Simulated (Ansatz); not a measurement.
`[CH3][AlH][C](=N)Cl`, charge 0, multiplicity 1.

Q: Give a relaxed structure at PBE0-D4/def2-TZVP (the Gaussian-basis code of Ansatz). (Best estimate.)

A: Computed: 
```xyz
10

C     0.092   -1.651    0.858
Al    0.475   -0.248   -0.420
C    -0.462    1.503   -0.335
N    -0.337    2.511   -1.074
Cl   -1.644    1.637    0.990
H     0.657   -2.566    0.672
H    -0.975   -1.895    0.848
H     0.316   -1.310    1.874
H     1.518   -0.312   -1.616
H     0.361    2.330   -1.797
```
Point group Cs.
This is one stationary point; other conformers may exist.
